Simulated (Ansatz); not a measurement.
A nudged elastic band was laid between two geometries of CH10N2SiSn (15 atoms, charge 0, multiplicity 1).

Theory: RKS PBE0/def2-SVP in Ansatz 0.2.0.

```json
{
 "movable images": "7",
 "climbing image": "yes",
 "spring": "5.0 eV/Å²",
 "optimiser": "quadratic models (default)",
 "start path": "through a guess of the saddle point",
 "force threshold": "0.05 eV/Å",
 "iteration limit": "33",
 "end points": "relaxed"
}
```

Image 0:

```xyz
15
Properties=species:S:1:pos:R:3
N 1.976 -0.145 -0.194
C 0.979 -0.705 0.691
N 0.593 0.011 1.886
Sn -0.825 -1.134 -0.471
Si -1.819 1.113 -1.254
H 1.705 0.779 -0.529
H 2.878 -0.041 0.272
H 1.341 -1.698 1.006
H 0.245 0.944 1.670
H 1.379 0.126 2.528
H -0.451 -2.104 -1.838
H -1.979 -1.965 0.492
H -0.835 1.855 -2.106
H -3.075 0.927 -2.046
H -2.135 1.984 -0.077
```

Image 8:

```xyz
15
Properties=species:S:1:pos:R:3
N 2.144 -0.107 0.107
C 0.995 -0.667 0.786
N 0.528 0.114 1.900
Sn -0.774 -1.085 -0.475
Si -1.846 1.162 -1.148
H 2.597 -0.785 -0.503
H 1.905 0.702 -0.464
H 1.299 -1.655 1.167
H 0.167 1.017 1.595
H 1.310 0.317 2.526
H -0.244 -1.886 -1.909
H -1.939 -2.088 0.294
H -0.861 1.998 -1.908
H -3.056 0.974 -2.005
H -2.247 1.939 0.068
```

Question: What changes between the two ends?

Answer: No bond is made or broken. The dihedral H6–N1–C2–Sn4 goes from 68 to -70°.

Question: Give the energies along the band, and the barrier.

Answer: The forces met the threshold. The highest image is number 2 of 0 to 8, 16.2 kJ/mol above the first end and 14.7 kJ/mol above the last; the last end lies 1.6 kJ/mol above the first. The profile has 2 maxima (images 2, 6) with wells between them (image 4): this band takes more than one step, which may be the mechanism or a detour left from its start path. A vibrational analysis at the climbing image gives one clearly imaginary mode, 311i cm⁻¹: a first-order saddle point.

```
image  path coordinate (Å)  energy (kJ/mol)  dihedral H6–N1–C2–Sn4 (°)
    0                 0.00              0.0                         68
    1                 0.74              6.4                         94
    2                 1.49             16.2                        130
    3                 2.16              9.8                        161
    4                 2.83              6.0                       -173
    5                 3.50              8.9                       -151
    6                 4.17             10.0                       -119
    7                 4.84              3.4                        -85
    8                 5.51              1.6                        -70
```

Question: What is the geometry of the highest image?

Answer: 
```xyz
15
Properties=species:S:1:pos:R:3
N 1.947 -0.044 -0.185
C 0.958 -0.655 0.710
N 0.548 0.144 1.828
Sn -0.819 -1.130 -0.489
Si -1.884 1.096 -1.225
H 2.292 0.825 0.219
H 2.752 -0.650 -0.330
H 1.335 -1.614 1.105
H 0.121 1.023 1.546
H 1.326 0.360 2.452
H -0.325 -2.023 -1.873
H -1.974 -2.080 0.369
H -0.937 1.876 -2.080
H -3.152 0.886 -1.992
H -2.211 1.934 -0.026
```

Time of the run: 7.2 min on 2 threads of Arm Neoverse V2, with other jobs on the host, peak memory 0.42 GiB.
